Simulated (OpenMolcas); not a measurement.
# Multiconfigurational calculation on S

Input:

```
&GATEWAY
Coord
1

S 0.0 0.0 0.0
Basis=ANO-RCC-VTZP
Group=XYZ
NoMove
AngMom=0.0 0.0 0.0
AMFI
&SEWARD
&RASSCF
FileOrb=start.orb
Symmetry=1
Spin=3
nActEl=6 0 0
Inactive=2 3
Ras2=1 3
CIRoot=3 3 1
SDav=3
CIMx=300
Iter=120 100
PrWF=0.3
OrbListing=Nothing
MaxOrb=0
Atom
>>> COPY $Project.JobIph JOB001
&RASSCF
FileOrb=start.orb
Symmetry=1
Spin=1
nActEl=6 0 0
Inactive=2 3
Ras2=1 3
CIRoot=6 6 1
SDav=7
CIMx=300
Iter=120 100
PrWF=0.3
OrbListing=Nothing
MaxOrb=0
Atom
>>> COPY $Project.JobIph JOB002
&RASSCF
FileOrb=start.orb
Symmetry=2
Spin=3
nActEl=6 0 0
Inactive=2 3
Ras2=1 3
CIRoot=3 3 1
SDav=3
CIMx=300
Iter=120 100
PrWF=0.3
OrbListing=Nothing
MaxOrb=0
Atom
>>> COPY $Project.JobIph JOB003
&RASSI
NrOfJobIphs=2 3 6
1 2 3
1 2 3 4 5 6
IphNames
JOB001
JOB002
EJob
SpinOrbit
DIPRint=1.0
SOCoupling=1000.0
Subsets=2
MEES
Property=10
'ANGMOM' 1 'ANGMOM' 2 'ANGMOM' 3 'MLTPL  1' 1 'MLTPL  1' 2 'MLTPL  1' 3
'AMFI' 1 'AMFI' 2 'AMFI' 3 'MLTPL  2' 6
SOProperty=3
'ANGMOM' 1 'ANGMOM' 2 'ANGMOM' 3
```

A driver script runs the steps one by one and writes start.orb anew before each from the orbitals found so far.

Output, cut to the results:

```
--- SEWARD ---
Basis set label: S.ANO-RCC...5S4P2D1F.

      Electronic valence basis set:
      ------------------
      Associated Effective Charge  16.000000 au
      Associated Actual Charge     16.000000 au
      Nuclear Model: Point charge

      Shell  nPrim  nBasis  Cartesian Spherical Contaminant
         s      17       5        X
         p      12       4        X
         d       5       2                 X
         f       4       1                 X
                  Relativistic Douglas-Kroll-Hess integrals:
                    - DKH order of Hamiltonian: 2
                    - DKH order of Properties : 0
                  Atomic mean-field integrals
--- RASSCF ---
Wave function specifications:
      -----------------------------

      Number of closed shell electrons          10
      Number of electrons in active shells       6
      Max number of holes in RAS1 space          0
      Max nr of electrons in RAS3 space          0
      Number of inactive orbitals                5
      Number of active orbitals                  4
      Number of secondary orbitals              25
      Spin quantum number                      1.0
      State symmetry                             1
Orbital specifications:
      -----------------------

      Symmetry species                           1   2
                                                ag  au
      Frozen orbitals                            0   0
      Inactive orbitals                          2   3
      Active orbitals                            1   3
      RAS1 orbitals                              0   0
      RAS2 orbitals                              1   3
      RAS3 orbitals                              0   0
      Secondary orbitals                        12  13
      Deleted orbitals                           0   0
      Number of basis functions                 15  19
      Number of CSFs                             3
      Number of root(s) required                 3
      Iter CI   SX   CI       RASSCF       Energy    max ROT     max BLB   max BLB  Level Ln srch  Step   QN
          iter iter root      energy       change     param      element    value   shift minimum  type update
 Nr of preliminary CI iterations:   1
 ###############################################################################
 ###############################################################################
 ###                                                                         ###
 ###                                                                         ###
 ###    WARNING: Problems in orbital optimization.                           ###
 ###                                                                         ###
 ###                                                                         ###
 ###############################################################################
 ###############################################################################
  Warning: In symmetry  1, orbital p=   3 has diagonal density matrix element D(p,p) close to two. (2 - D(p,p))=  4.440892E-16
        1   1    4    0  -398.58589234    0.00E+00  -1.33E-06    3   5 1 -6.96E-06   0.50   0.00    SX    NO
        ...
 ###############################################################################
 ###############################################################################
  Warning: In symmetry  1, orbital p=   3 has diagonal density matrix element D(p,p) close to two. (2 - D(p,p))=  0.000000E+00
        4   1    2    0  -398.58589234   -2.84E-13   1.39E-07    3   4 1 -4.50E-07   0.50   0.00    SX    NO
      Convergence after  4 iterations
        5   1    2    0  -398.58589234   -3.98E-13   1.39E-07    3   4 1 -2.06E-07   0.50   0.00    SX    NO
      Natural orbitals and occupation numbers for root  1
      sym 1:   2.000000
      sym 2:   1.000000   2.000000   1.000000
      Natural orbitals and occupation numbers for root  2
      sym 1:   2.000000
      sym 2:   1.000000   1.000000   2.000000
      Natural orbitals and occupation numbers for root  3
      sym 1:   2.000000
      sym 2:   2.000000   1.000000   1.000000
::    RASSCF root number  1 Total energy:   -398.58589234
::    RASSCF root number  2 Total energy:   -398.58589234
::    RASSCF root number  3 Total energy:   -398.58589234
--- RASSCF ---
Wave function specifications:
      -----------------------------

      Number of closed shell electrons          10
...
--- RASSI ---
SPIN-FREE ENERGIES:
  (Shifted by EMIN (a.u.) =       -398.5858923418)

 SF State       Relative EMIN(au)   Rel lowest level(eV)    D:o, cm**(-1)      L_eff

     1             0.0000000000        0.0000000000              0.0000         1.0
     2             0.0000000000        0.0000000000              0.0000         1.0
     3             0.0000000000        0.0000000000              0.0000         1.0
     4             0.0526146379        1.4317172352          11547.5783         2.0
     5             0.0526146379        1.4317172352          11547.5783         2.0
     6             0.0526146379        1.4317172352          11547.5783         2.0
     7             0.0526146379        1.4317172352          11547.5783         2.0
     8             0.0526146379        1.4317172352          11547.5783         2.0
     9             0.0969086545        2.6370188280          21268.9912         0.0
     Dipole printing threshold changed to   1.00000000E+00
Eigenvalues of complex Hamiltonian:
   -----------------------------------
  (Shifted by EMIN (a.u.) =       -398.5858923418)

 SO State       Relative EMIN(au)   Rel lowest level(eV)    D:o, cm**(-1)     J-value

     1            -0.0008494948        0.0000000000              0.0000         1.2
     2            -0.0008494948        0.0000000000              0.0000         1.2
     3            -0.0008494948        0.0000000000              0.0000         1.8
     4            -0.0008494948        0.0000000000              0.0000         1.8
     5            -0.0008494948        0.0000000000              0.0000         1.7
     6             0.0008241666        0.0455426478            367.3262         1.0
     7             0.0008241666        0.0455426478            367.3262         0.6
     8             0.0008241666        0.0455426478            367.3262         0.6
     9             0.0015934858        0.0664768896            536.1723        -0.0
...
```

The J values that RASSI prints are effective ones from its own formula and need not be integers or half-integers; the table below assigns J from the states.

Levels above the lowest, from the spin-orbit matrix, grouped by J:

```json
{"Configuration": "3s2 3p4", "Term": "3P", "J": "2", "E (cm-1)": "0.0", "Measured (cm-1)": "0.0", "Term weight %": "100"}
{"Configuration": "3s2 3p4", "Term": "3P", "J": "1", "E (cm-1)": "367", "Measured (cm-1)": "396", "Term weight %": "100"}
{"Configuration": "3s2 3p4", "Term": "3P", "J": "0", "E (cm-1)": "536", "Measured (cm-1)": "574", "Term weight %": "100"}
{"Configuration": "3s2 3p4", "Term": "1D", "J": "2", "E (cm-1)": "11740", "Measured (cm-1)": "9239", "Term weight %": "100"}
{"Configuration": "3s2 3p4", "Term": "1S", "J": "0", "E (cm-1)": "21467", "Measured (cm-1)": "22180", "Term weight %": "100"}
```

Against the 4 measured excited levels shown (NIST Handbook of Basic Atomic Spectroscopic Data) the mean absolute deviation is 820 cm-1; the largest miss in energy is 3s2 3p4 1D2: computed 11740, measured 9239 cm-1 (+27.1 %).

Without dynamic correlation excited terms often stand tens of per cent too high (terms of higher spin than the ground term too low), and those without a measured partner can miss by more than the paired ones. No level of 3s 3p5 was computed, though it lies in the active space. Computed and measured levels are paired by configuration, term and J; levels that our copy of the source lacks, or whose pairing is in doubt (as where it misses far off the trend of its configuration), stay unpaired and out of the deviations. Levels of configurations outside the active space are missing. The first state left out of the spin-orbit step lies near 95000 cm-1 above the lowest spin-free state of the reference (among the parities and spins computed), and the list stops at four fifths of that energy or lower.

The term weight is that of the spin-free term in the level, not the purity of its configuration.
